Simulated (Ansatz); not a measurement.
`CO[SiH](N)O` + H₂O → `N[SiH](O)O` + CH₃OH  (formal hydrolysis of the Si–O bond)

Calculated with Ansatz (gas phase, PBE0-D4/def2-TZVP geometries, no zero-point term in ΔE). CCSD(T)/CBS is the MP2 limit (def2-TZVPP, def2-QZVPP) plus CCSD(T) − MP2 in def2-TZVPP, frozen cores. This one scheme is used for every species. DFT in def2-TZVPP. Each species was taken in one conformer, which may not be the lowest.

`CO[SiH](N)O`:

Z-matrix (Å, degrees):
```
C
O 1 1.409
H 1 1.096 2 111.5
H 1 1.094 2 111.3 3 121.4
H 1 1.092 2 108.2 3 -119.0
Si 2 1.633 1 124.0 3 -61.2
O 6 1.643 2 104.9 1 -50.7
N 6 1.701 2 112.4 1 -171.5
H 6 1.486 2 110.4 1 69.5
H 7 0.958 6 116.5 2 -174.4
H 8 1.008 6 120.7 2 55.7
H 8 1.007 6 119.3 2 -88.7
```

H₂O:

Cartesian coordinates in Å:
```
O -0.176 0.276 0.211
H 0.199 0.364 -0.668
H -0.023 -0.639 0.456
```

`N[SiH](O)O`:

```xyz
9

N     0.349   -1.206   -0.082
Si    0.243    0.485    0.178
O    -0.947    0.730    1.279
O     0.024    1.186   -1.287
H     0.936   -1.560   -0.821
H     0.354   -1.832    0.707
H     1.414    1.180    0.745
H    -1.762    0.240    1.157
H    -0.612    0.776   -1.876
```

CH₃OH:

```xyz
6

C     0.113    0.338    0.001
O    -0.568   -0.801   -0.474
H    -0.072    1.142   -0.712
H     1.197    0.181    0.064
H    -0.252    0.663    0.983
H    -0.418   -1.523    0.138
```

| level | ΔE (kJ/mol) |
| --- | --- |
| r2SCAN0-D4 | 0.2 |
| BHLYP-D4 | 2.3 |
| r2SCANh | -1.3 |
| CCSD(T)/def2-TZVPP | 1.1 |

Task: What does CCSD(T)/CBS give? (Estimate.)

Result: Ansatz gave: +2.6 kJ/mol. The listed levels differ from it by -2.4, -0.3, -3.9, -1.5 kJ/mol.

Largest T1 diagnostic among the species: 0.011.

In def2-TZVPP, CCSD(T) changes the Hartree–Fock value by +3.4 kJ/mol (the triples alone add +0.5 kJ/mol) and MP2 by +4.1 kJ/mol. Leaving LDA and LC-ωPBE aside and taking each functional with its dispersion term where it has one, the values, not all of them listed here, spread over 3.8 kJ/mol, from B2PLYP to BHLYP-D4. LDA lies +3.5 kJ/mol from PBE without D4. The D4 term adds +5.4 kJ/mol with B3LYP and +3.2 kJ/mol with PBE0; it sums over pairs of atoms, weighted by their polarisabilities, and B3LYP, whose exchange is more repulsive, gets the larger term.

B3LYP here is the variant with VWN-RPA as its local correlation; programs differ in this.
